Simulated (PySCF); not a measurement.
## How methods differ on the excitation energy of B⁺

B⁺ [He] 2s2 (1S) → B⁺ [He] 2s1 2p1 (3P), as a difference of total energies. All numbers are calculated (PySCF 2.14, scalar relativity by spin-free X2C-1e, in aug-cc-pCVTZ-DK). Correlated levels: valence and next inner shell: nothing frozen. The calculations carry no spin-orbit coupling.

| method | excitation energy (cm⁻¹) |
| --- | --- |
| UHF | 25429 |
| MP2 (valence and next inner shell) | 32930 |
| SCS-MP2 (valence and next inner shell) | 35046 |
| CCSD (valence and next inner shell) | 37394 |
| CCSD(T) (valence and next inner shell) | 37502 |

Errors of the correlated levels include the incompleteness of this basis.

For comparison: 37350 cm⁻¹ (measured; NIST levels, between the centres of gravity of the two terms).
